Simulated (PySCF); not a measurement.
**Working out the excitation energy of Ca**

Ca [Ar] 4s2 (1S) → Ca [Ar] 4s1 5s1 (3S). Calculation: PySCF 2.14, in x2c-TZVPPall with one added diffuse shell each of s, p, d type (7s6p4d, 45 functions); the spin-free X2C one-electron Hamiltonian (Gaussian nucleus). Frozen: [Ne]. Energies in hartree (1 hartree = 27.21139 eV):

```tsv
part	Ca (lower)	Ca (upper)
UHF	-679.620222	-679.506114
MP2 opposite-spin	-0.146520	-0.124160
MP2 same-spin	-0.055685	-0.054152
```

Problem. What does Hartree-Fock give?

Solution. (-679.506114) − (-679.620222) = 0.114108 hartree = 3.105 eV.

Problem. What do MP2 and SCS-MP2 (6/5 opposite-spin, 1/3 same-spin) give?

Solution. The opposite-spin parts differ by 0.608 eV and the same-spin parts by 0.042 eV. MP2: 3.105 + (0.608) + (0.042) = 3.755 eV. SCS-MP2: 3.105 + 1.2 × (0.608) + (0.042)/3 = 3.849 eV.

Measured between the centres of the two terms (NIST): 3.910 eV, so MP2 (valence and next inner shell) is off by -0.155 eV.

What remains against the reference includes basis incompleteness, the frozen core and correlation beyond second order.
